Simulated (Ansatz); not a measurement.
Two isomers of CH5NSSn: A = `C[S][Sn][NH2]`, B = `N=C[S][SnH3]`.

Isolated molecules relaxed with PBE0-D4/def2-TZVP in Ansatz; ΔE leaves out vibrations. CCSD(T)/CBS adds triple-zeta CCSD(T) − MP2 to the extrapolated MP2 energy (def2 sets, frozen cores). Functionals use def2-TZVPP. B3LYP here is the variant with VWN-RPA as its local correlation; programs differ in this. Elements past krypton have def2 core potentials. For Sn outer-core shells are correlated without core-valence functions, which leaves a few kJ/mol of doubt a bond. One conformer a species, not always the lowest.

(1) Which isomer does CCSD(T)/CBS put lower? Give the gap. (An estimate is asked.)

(2) Give E(B) − E(A) in kJ/mol with MP2/def2-TZVPP, PBE0-D4, B3LYP-D4, HF/def2-TZVPP, B2PLYP, B3LYP, CCSD(T)/def2-TZVPP. (Estimate.)

Largest T1 diagnostic: 0.016.

## Answers

(1) Ansatz gave: A, by 208.7 kJ/mol.

(2) Ansatz gave: MP2/def2-TZVPP 213.5, PBE0-D4 203.7, B3LYP-D4 212.9, HF/def2-TZVPP 185.9, B2PLYP 209.6, B3LYP 208.9, CCSD(T)/def2-TZVPP 192.2. None reverses the order clearly.

In def2-TZVPP, CCSD(T) changes the Hartree–Fock value by +6.3 kJ/mol (the triples alone add −2.9 kJ/mol) and MP2 by +27.6 kJ/mol. The D4 term adds +4.0 kJ/mol with B3LYP and +2.0 kJ/mol with PBE0; it sums over pairs of atoms, weighted by their polarisabilities, and B3LYP, whose exchange is more repulsive, gets the larger term.
